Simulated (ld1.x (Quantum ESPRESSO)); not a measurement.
## Transferability test, PAW potential for In

```
Element                 : In
Generator               : ld1.x (Quantum ESPRESSO) 7.5
Type                    : PAW
Functional              : Wu–Cohen
Relativity              : scalar-relativistic
Frozen core             : [Kr]
Valence charge          : 13
Reference configuration : 4d10 5s2 5p1
Partial waves           : 5s (bound): rcut 1.75, rcutus 2.30 bohr; 5s channel at 0.05 Ry: rcut 1.75, rcutus 2.30 bohr; 5p (bound): rcut 1.65, rcutus 2.15 bohr; 5p channel at 4.35 Ry: rcut 1.65, rcutus 2.15 bohr; 4d (bound): rcut 1.65, rcutus 1.80 bohr; 4d channel at 2.6 Ry: rcut 1.65, rcutus 1.80 bohr
Local potential         : all-electron potential smoothed inside 2.30 bohr (lloc = -2)
Core correction         : a·sin(br)/r model core, default radius (ld1.x builds one for every PAW set, though the input has nlcc=.false.)
Augmentation charge     : PSQ, radius 1.60 bohr
```

Energies are relative to the spin-unpolarised reference configuration 4d10 5s2 5p1; without spin polarisation the order of configurations can differ from experiment.

Give the all-electron excitation energy and the error of the potential for: 4d10 5s2 5p0; 4d10 5s1 5p0; 4d10 5s0 5p0; 4d9 5s0 5p0; 4d10 5s1 5p2; 4d9 5s2 5p2; 4d10 5s2 5p0.5.

```
valence configuration  charge  ΔE all-electron (eV)  error AE − PS (meV)
         4d10 5s2 5p0      +1                 5.351                 -0.1
         4d10 5s1 5p0      +2                24.647                 -2.9
         4d10 5s0 5p0      +3                52.918                 +1.3
          4d9 5s0 5p0      +4               109.317                 -215
         4d10 5s1 5p2       0                 5.903                 -0.8
          4d9 5s2 5p2       0                18.245                  -82
       4d10 5s2 5p0.5    +0.5                 1.934                 +0.1
```
